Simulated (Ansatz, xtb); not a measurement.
# C3H5BN2O: which of two isomers lies lower

Structure I is `Bc1[nH]ncc1O`, a singlet and structure II is `Bc1n[nH]cc1O`, a singlet. Both are isolated molecules in the gas phase, relaxed with r2SCAN-D4/def2-SVP; the shapes shown needn't be the lowest conformers.

I (Å):

```xyz
12

C    -0.9276    1.3501   -1.3526
C     1.1927    0.6706   -0.9469
C     0.1544    0.6181   -1.8985
B    -2.3127    1.6680   -1.8635
N    -0.4229    1.7648   -0.1297
N     0.8070    1.3813    0.1265
O     0.1264    0.0166   -3.0968
H    -3.0590    2.3309   -1.1783
H    -2.6719    1.2667   -2.9411
H    -0.9252    2.3241    0.5525
H     2.1912    0.2331   -0.9854
H     0.9759   -0.4173   -3.2510
```

II (Å):

```xyz
12

C    -0.9796    1.0907   -0.9132
C     0.7672    1.7324   -2.1943
C    -0.0763    0.6607   -1.9430
B    -2.1184    0.3296   -0.2433
N    -0.6744    2.3742   -0.5721
N     0.3418    2.7145   -1.3332
O    -0.1058   -0.5609   -2.5052
H    -2.7701    0.8748    0.6130
H    -2.3630   -0.8068   -0.5686
H     0.7381    3.6453   -1.2452
H     1.5992    1.8796   -2.8808
H     0.5909   -0.6252   -3.1706
```

Task: Estimate E(II) − E(I) at the level CCSD(T)/def2-SVP + ΔMP2/def2-TZVPP.

Result: Calculated at CCSD(T)/def2-SVP + ΔMP2/def2-TZVPP: E(II) − E(I) = +23.3 kJ/mol, so structure I lies lower.

Level by level:

```tsv
level	geometry	E(II) − E(I) (kJ/mol)	departure from the last row (kJ/mol)	job, with rough time for the two
GFN2-xTB	GFN2-xTB	+24.3	+1.0	optimisation, 0.092 s
HF/STO-3G	GFN2-xTB	+23.6	+0.2	single point, 0.4 s
r2SCAN-D4/def2-SVP//GFN2-xTB	GFN2-xTB	+29.2	+5.9	single point, 5.1 s
r2SCAN-D4/def2-SVP	r2SCAN-D4/def2-SVP	+28.2	+4.9	optimisation, 44 s
HF/def2-SVP	r2SCAN-D4/def2-SVP	+21.6	−1.7	part of the CCSD(T) run
MP2/def2-SVP	r2SCAN-D4/def2-SVP	+25.4	+2.1	part of the CCSD(T) run
CCSD(T)/def2-SVP	r2SCAN-D4/def2-SVP	+24.2	+0.9	single point
CCSD(T)/def2-SVP + ΔMP2/def2-TZVPP	r2SCAN-D4/def2-SVP	+23.3		single point, 75 s
```

As drawn, both hold the same kinds of bond in the same numbers.

None of the levels shown reverses the order. The largest departure from CCSD(T)/def2-SVP + ΔMP2/def2-TZVPP is that of r2SCAN-D4/def2-SVP//GFN2-xTB, 5.9 kJ/mol. The last row adds to CCSD(T) the change of the MP2 difference between the two basis sets, here −0.9 kJ/mol.

With thermal terms from frequencies at re-optimised GFN2-xTB minima (ideal gas, soft modes damped towards free rotors, one conformer each, 298.15 K, 1 atm): on the last row, ΔE + ΔZPE = +21.9, ΔH = +22.2, ΔG = +21.6 kJ/mol.

The correlated steps freeze 7 core orbitals. Programs: Ansatz 0.2.0, xtb 6.7.1; the last row on 2 threads of Arm Neoverse V2 on a shared host.
